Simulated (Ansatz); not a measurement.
Computed with Ansatz.

A structure relaxed at PBE0-D4/def2-TZVP, charge 0, multiplicity 1:

Cartesian coordinates in Å:
```
F -1.196 -0.943 1.060
Nb -0.008 -0.066 -0.028
F 1.678 -0.592 -0.524
F -0.633 -1.153 -1.405
Cl -0.752 1.842 -0.957
Cl 0.910 0.912 1.853
```

(1) Give its formula and SMILES.

(2) Point group (tolerance 0.08 Å, 0.16 Å for H)?

(3) Summarise the bond lengths by kind.

Answers

(1) Cl2F3Nb, `[F][Nb]([F])([F])([Cl])[Cl]`.

(2) Cs.

(3) 3 × F–Nb 1.835 to 1.863 Å; 2 × Cl–Nb 2.248 to 2.311 Å.
